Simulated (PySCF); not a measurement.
C3H10O3Sn. Atoms are numbered in the order given.

```xyz
17

C     -1.8772    -1.7388    -0.7031
C     -1.7222    -0.2911    -0.2355
C     -2.2254     0.7372    -1.2494
Sn     0.3632     0.0961     0.2031
O      1.4281     0.2540    -1.4801
O      1.2280    -1.3622     1.2584
O      0.6817     1.7884     1.2144
H     -1.3319    -1.9168    -1.6444
H     -1.5047    -2.4561     0.0444
H     -2.9411    -1.9672    -0.8921
H     -2.2337    -0.1497     0.7306
H     -3.2914     0.5590    -1.4766
H     -1.6687     0.6720    -2.1981
H     -2.1320     1.7675    -0.8718
H      2.1932    -0.3387    -1.4485
H      1.6645    -0.9951     2.0411
H      1.3321     2.3335     0.7476
```
Charge 0, spin multiplicity 1.

Geometry optimised at B3LYP-D3(BJ)/def2-SVP. The isomer is the one that the SMILES or the coordinates give; other isomers of the formula were not compared. The def2 effective core potentials stand for the cores of Sn; spin–orbit coupling is left out. Other conformers were not sampled.

The numbers are results of B3LYP-D3(BJ)/def2-SVP run with PySCF 2.14.0, not measurements.

Frequencies are harmonic and unscaled.

Computed harmonic wavenumbers and intensities:
```
mode  ν (cm⁻¹)  IR (km/mol)  moving atoms (share of kinetic energy)
----  --------  -----------  --------------------------------------
1           15          0.0                  C 44 %, O 29 %, H 25 %
2           65          4.1                  O 60 %, C 19 %, H 14 %
3           68          2.7          O 60 %, C 18 %, H 14 %, Sn 8 %
4          114         34.5                          O 52 %, H 35 %
5          125         34.0                  O 57 %, H 31 %, Sn 8 %
6          171         56.9          O 71 %, C 10 %, H 10 %, Sn 9 %
7          194         26.8                          H 68 %, O 29 %
8          199         32.0                          H 72 %, O 25 %
9          241          7.2                 C 39 %, H 34 %, Sn 21 %
10         249          2.5                          H 52 %, C 39 %
11         251          2.1                          H 72 %, C 20 %
12         269          0.2                           H 86 %, C 9 %
13         291        134.1                                  H 95 %
14         392          2.0                          C 59 %, H 39 %
15         505          3.3                          C 62 %, H 29 %
16         603         70.4                          O 87 %, Sn 8 %
17         612         92.5                         O 84 %, Sn 15 %
18         613         94.1                         O 83 %, Sn 15 %
19         827         46.0                                  H 92 %
20         830         88.1                                  H 92 %
21         834         74.8                                  H 92 %
22         887          2.6                          C 65 %, H 35 %
23         931          3.1                          H 88 %, C 12 %
24         977          0.3                          H 71 %, C 29 %
25        1013         14.4                          H 87 %, C 13 %
26        1121          2.3                          C 64 %, H 36 %
27        1175          8.3                          C 51 %, H 49 %
28        1220         23.7                          H 66 %, C 34 %
29        1329          0.3                          H 73 %, C 27 %
30        1392          2.2                          H 79 %, C 21 %
31        1408          2.0                          H 81 %, C 19 %
32        1462          0.1                                  H 97 %
33        1469          5.1                                  H 96 %
34        1476         12.4                                  H 97 %
35        1482          3.6                                  H 96 %
36        3013         17.7                                  H 97 %
37        3015         41.8                                  H 97 %
38        3060          2.9                                  H 92 %
39        3089          7.2                           H 91 %, C 9 %
40        3091         25.0                           H 91 %, C 9 %
41        3115         10.5                          H 90 %, C 10 %
42        3117         14.1                           H 91 %, C 9 %
43        3812         54.8                                  H 94 %
44        3815         55.2                                  H 94 %
45        3817         67.2                                  H 94 %
```
